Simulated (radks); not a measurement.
Numerical settings for the bismuth ion Bi+, [Hg] 6p2. Calculated with a radial shooting solver on a logarithmic mesh with Libxc functionals: scalar-relativistic Kohn-Sham, r2SCAN, spin-polarised, spherical densities, finite nucleus; open shells are filled with parallel spins first (spin-orbit coupling, left out, can overturn this in heavy ions); meta-GGA in the generalised Kohn-Sham scheme; Fermi nuclear charge, rms radius 5.5211 fm. The defaults (mesh step 0.008 in ln r, mesh end at 40 bohr or more with all orbitals vanishing there, Anderson mixing 0.5 over 9 steps, residual threshold near 1e-9 with the energy settled to 1e-9 hartree or 1e-11 of itself, here a cap of 78 iterations) give E = -21526.548 hartree and 6p at -12.354 eV in 11 iterations. Times are rough (one thread of a shared host). Changes against that run (0 stands for a change within the tolerance of the run):

setting                    iterations         converged  E (mhartree)  e(6p) (meV)  CPU (s)
mesh step in ln r 0.12              4                no      diverged            -     0.02
mesh step in ln r 0.03             11               yes         -0.87            0     0.09
mesh step in ln r 0.02             11               yes        -0.188            0     0.12
mesh end (bohr) 1                  10  level above zero      +3.6e+05    +1.29e+06     0.21
mesh end (bohr) 400                11               yes             0            0     0.27
residual threshold 1e-16           78                no             0      +0.0336     0.79
residual threshold 1e-13           44               yes             0      +0.0336     0.57
mixing 1.5                         13               yes             0      +0.0239      0.3
linear mixing, mixing 0.8          56               yes             0      +0.0278      1.2
linear mixing, mixing 0.2          62               yes      +0.00238      +0.0539      1.1
mixing history 20                  11               yes             0            0     0.27
iteration cap 8                     8                no      -0.00144        +2.96     0.19

Settled on a wrong energy, with an occupied level pushed above zero by the early mesh end: mesh end (bohr) 1 (+360 hartree). Apart from these: no run marked as converged misses the energy by more than 1 mhartree. A mesh that ends early acts as a hard wall.
